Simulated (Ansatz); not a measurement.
Cl2H3SbSi (`[SiH3][Sb]([Cl])[Cl]`). The species carries charge 0 and has multiplicity 1. Sb takes the def2 core potential.

| atom | x (Å) | y (Å) | z (Å) |
| --- | --- | --- | --- |
| Si1 | -0.897 | 0.080 | 0.495 |
| Sb2 | 1.207 | 0.991 | -0.724 |
| Cl3 | 0.891 | -0.498 | -2.522 |
| Cl4 | 2.633 | -0.332 | 0.604 |
| H5 | -2.106 | 0.518 | -0.250 |
| H6 | -0.931 | 0.640 | 1.872 |
| H7 | -0.797 | -1.399 | 0.525 |

Question: What are the harmonic wavenumbers in cm⁻¹ at PBE0-D4/def2-TZVP (Ansatz, finite differences of forces, unscaled)? (An estimate is asked.)

Answer: Ansatz gave: 79, 101, 115, 126, 300, 352, 365, 478, 482, 838, 925, 930, 2219, 2237, 2258.

Question: Is this a minimum?

Answer: Yes, all 15 modes are real.

Question: Give the ideal-gas thermochemistry at 298.15 K and 1 bar (rigid rotor, harmonic oscillator; point group Cs, symmetry number 1).

Answer: Zero-point energy 70.6 kJ/mol; H(298) − E = 92.8 kJ/mol; entropy 377.8 J/(mol·K), of which translation 176.3, rotation 121.7, vibration 79.7; G(298) − E = -19.8 kJ/mol. Modes under 100 cm⁻¹ are hindered rotations or soft bends, so the harmonic entropy is rough.

Question: And at 400, 500, 600, 800 and 1000 K?

Answer: 
```
T (K)  H − E (kJ/mol)  S (J/mol/K)  G − E (kJ/mol)
  400           103.8        409.5           -60.0
  500           115.5        435.5          -102.3
  600           127.7        457.9          -147.0
  800           153.7        495.2          -242.4
 1000           181.1        525.7          -344.6
```
